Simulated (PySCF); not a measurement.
**Spectroscopy problems**

All values are calculated (PySCF 2.14): geometry: GFN2-xTB, σ from GIAO-PBE0/pcSseg-1, J: B3LYP/pcJ-1 (spin–dipole term left out of most H,H and C,H couplings). Single conformer, gas phase, averaged over atoms made equivalent by symmetry, fast rotation or ring inversion, non-relativistic.

Chemical shifts δ = σref − σ; 1H and 13C against TMS, all at this level. Multiplet labels drop J under 1 Hz and among equivalent protons, and merge close values. Unscaled 3J(H,H) run several per cent high. Where no couplings were computed, multiplicities follow the n + 1 count of equivalent neighbours, and m marks all less simple cases (inequivalent or close neighbours, rings, F or P nearby). Shifts are as computed. Against solution values, carbons near 30 ppm lie about +3 ppm off and those near 130 ppm about +5 ppm. Of 1211 compounds with measured shifts, 218 miss one by over three times the rms of a fit or turn the order of signals round; such compounds aren't used in these exercises.

Problem. C$_{6}$H$_{3}$N. 1H NMR (500 MHz, computed): δ 7.15 (s, 2H), 1.48 (s, 1H). 13C{1H} NMR (computed): δ 125.6, 118.1, 87.9, 73.8, 2.6. Give a structure.

Solution. SMILES C#CC1(C#N)C=C1. The formula gives 6 degrees of unsaturation (1 ring in the answer). 5 carbon signals for 6 carbons: some carbons are equivalent by symmetry or fast rotation. Carbon types of the structure: 3 × C, 3 × CH, which accounts for all hydrogens. δC 125.6: nitrile carbon; C≡N carbons fall here, among the sp2 signals but without a proton. δC 118.1: alkene CH; as expected for a trigonal carbon in a double bond. δC 87.9: alkyne carbon; the triple bond shields along its axis, which puts it between sp3 and sp2 carbons. δC 73.8: terminal alkyne carbon; sp carbons lie upfield of alkene carbons because the cylindrical π system leaves one tensor component strongly shielded.

The shifts were computed for this structure.

Problem. C$_{6}$H$_{9}$N$_{3}$Si. 1H NMR (400 MHz, computed): δ 8.01 (s, 1H), 5.35 (sept, 1H), 2.65 (s, 1H), 0.55 (d, 6H). 13C{1H} NMR (computed): δ 156.0 (C), 153.0 (CH), 87.2 (CH), 81.0 (C), -0.7 (CH3). What is it?

Solution. SMILES c1nc(C#C)nn1[SiH](C)C. The formula gives 5 degrees of unsaturation (1 ring in the answer). 5 carbon signals for 6 carbons: some carbons are equivalent by symmetry or fast rotation. Carbon types of the structure: 2 × C, 2 × CH, 2 × CH3, leaving 1 H on heteroatoms. δC 156.0: substituted aromatic carbon next to a ring nitrogen. δC 153.0: aromatic CH between two ring heteroatoms. δC 87.2: terminal alkyne carbon; sp carbons lie upfield of alkene carbons because the cylindrical π system leaves one tensor component strongly shielded. δC 81.0: alkyne carbon; sp carbons lie upfield of alkene carbons because the cylindrical π system leaves one tensor component strongly shielded.

The data come from this structure; uniqueness wasn't tested.
